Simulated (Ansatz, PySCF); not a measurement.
Breaking a bond: GeCl, doublet. Each curve is given relative to its own lowest point near equilibrium.

| R / Å | A | B | C | D |
|---|---|---|---|---|
| 1.64 | 120.2 | 107.2 | 124.5 | 116.5 |
| 1.74 | 67.1 | 59.8 | 69.1 | 63.9 |
| 1.83 | 36.8 | 32.4 | 37.6 | 34.3 |
| 1.95 | 13.6 | 11.1 | 13.6 | 12.0 |
| 2.06 | 3.4 | 2.1 | 3.3 | 2.7 |
| 2.07 | 2.9 | 1.6 | 2.7 | 2.2 |
| 2.17 | 0.0 | 0.0 | 0.0 | 0.0 |
| 2.25 | 0.2 | 1.6 | 0.5 | 0.8 |
| 2.29 | 1.0 | 3.2 | 1.4 | 1.8 |
| 2.43 | 5.8 | 11.7 | 7.0 | 7.4 |
| 2.52 | 10.1 | 18.8 | 11.7 | 12.2 |
| 2.73 | 21.6 | 38.0 | 24.6 | 24.6 |
| 2.94 | 33.3 | 56.5 | 37.7 | 37.2 |

Energies in kcal/mol.

### Question
Assign the columns to these levels of theory: CCSD on ROHF/cc-pVTZ, cores with 3d frozen in Ansatz (a program for electronic structure); unrestricted Hartree-Fock/STO-3G run with PySCF; PySCF with unrestricted PBE/cc-pVTZ; unrestricted r2SCAN/cc-pVTZ in PySCF.

### Answer
A is UKS-PBE; B is UHF/STO-3G; C is ROCCSD; D is UKS-r2SCAN.

The scan ran from 1.64 to 8.78 Å; beyond the distances shown one of the unrestricted levels run for this scan, shown here or not, changes its spin distribution in one step. The unrestricted determinant behind UHF/STO-3G is spin-contaminated at 2.94 Å (<S²> up to 1.0, against 0.75 for a pure doublet).
